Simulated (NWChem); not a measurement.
CH3CrFS2; SMILES [CH3][Cr]([F])(=[S])=[S]

No frequency run checked for a minimum.

Question: Give the equilibrium geometry at PBE0/def2-SVP (NWChem) as a Z-matrix, with the point group.

Answer: point group Cs; any orientation.
```
Cr
F 1 1.6873
S 1 1.9555 2 115.90
S 1 1.9556 2 115.90 3 131.48
C 1 1.9724 2 108.27 3 -114.26
H 5 1.0955 1 113.72 2 179.91
H 5 1.1004 6 111.53 1 -116.93
H 5 1.1005 6 111.52 7 -126.19
```
